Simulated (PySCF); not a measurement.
PySCF 2.14 output of an unrestricted M06-L calculation on a single atom or ion in aug-cc-pV(T+d)Z (6s5p4d2f, 55 functions), with no relativity, point nucleus:

```
SCF conv_tol = 1e-09
number electrons alpha = 7  beta = 5
    Y. Zhao and D. G. Truhlar.,  J. Chem. Phys. 125, 194101 (2006)
    Y. Zhao and D. G. Truhlar.,  J. Chem. Phys. 125, 194101 (2006)
    Y. Zhao and D. G. Truhlar.,  Theor. Chem. Acc. 120, 215 (2008)
cycle= 1 E= -287.930844175935  delta_E= -0.00301  |g|= 0.00709  |ddm|= 0.473
cycle= 2 E= -287.930879740683  delta_E= -3.56e-05  |g|= 0.00147  |ddm|= 0.0359
cycle= 3 E= -287.930880369048  delta_E= -6.28e-07  |g|= 0.000363  |ddm|= 0.00451
cycle= 4 E= -287.930880399498  delta_E= -3.05e-08  |g|= 3.04e-05  |ddm|= 0.00053
cycle= 5 E= -287.930880399765  delta_E= -2.67e-10  |g|= 8.37e-06  |ddm|= 0.00012
converged SCF energy = -287.930880399765  <S^2> = 2.0001253  2S+1 = 3.0000835
```

The run itself started from symmetry-adapted Hartree-Fock orbitals and held the occupation by maximum overlap, on a logarithmic radial grid, so the iterations belong to that start.

Which element, charge and spin multiplicity is this?

Si²⁺ (silicon, charge +2), multiplicity 3; the state was [Ne] 3p2, high-spin 3P determinant (an excited configuration).
